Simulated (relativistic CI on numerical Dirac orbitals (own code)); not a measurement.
Radial parameters of Hg LVIII

Calculated at this level of theory: Dirac-Coulomb-Breit CI, KLI orbitals optimised for each configuration, QED by a radiative potential, unscaled Slater integrals (own radial code, finite nucleus).

Slater integrals F^k, G^k are unscaled and averaged over j, outside the closed core [Ne]; ζ comes from projecting the Hamiltonian with its Breit term on Σ l·s of the shell.

- 3s2 3p6 3d5: F^2(3d,3d) = 663950, F^4(3d,3d) = 429050, ζ(3d) = 335460 cm⁻¹; <r>(3d) = 0.154, <r^2>(3d) = 0.02746 (bohr units).
- 3s2 3p5 3d6: ζ(3p) = 2.5637e+06, F^2(3d,3d) = 663130, F^4(3d,3d) = 428490, F^2(3p,3d) = 573560, G^1(3p,3d) = 608010, G^3(3p,3d) = 406350, ζ(3d) = 333100 cm⁻¹; <r>(3p) = 0.1716, <r^2>(3p) = 0.03419, <r>(3d) = 0.1542, <r^2>(3d) = 0.02753 (bohr units).
- 3s2 3p4 3d7: F^2(3p,3p) = 567340, ζ(3p) = 2.5624e+06, F^2(3d,3d) = 662280, F^4(3d,3d) = 427920, F^2(3p,3d) = 573170, G^1(3p,3d) = 608040, G^3(3p,3d) = 406240, ζ(3d) = 330760 cm⁻¹; <r>(3p) = 0.1717, <r^2>(3p) = 0.03424, <r>(3d) = 0.1543, <r^2>(3d) = 0.02759 (bohr units).

(1) Give the Racah parameters of the d shell in 3s2 3p6 3d5.

Averages of the first 10 configurations, taken without configuration mixing, which lowers the lowest level and can move excited configurations by several eV; other configurations of the list can lie among them:

```
 Configuration  Parity  States  Average energy above the lowest level (eV)
   3s2 3p6 3d5    even     252                                       217.8
   3s2 3p5 3d6     odd    1260                                       805.5
   3s2 3p4 3d7    even    1800                                      1402.6
    3s 3p6 3d6    even     420                                      1385.1
       3p6 3d7    even     120                                      2565.1
    3s 3p5 3d7     odd    1440                                      1971.2
3s2 3p6 3d4 4s    even     420                                      2472.4
3s2 3p6 3d4 4p     odd    1260                                      2693.6
3s2 3p4 3d6 4s    even    6300                                      3635.2
3s2 3p5 3d5 4s     odd    3024                                      3049.1
```

Results:

(1) B = F²/49 − 5F⁴/441 = 8686 cm⁻¹ and C = 35F⁴/441 = 34052 cm⁻¹.
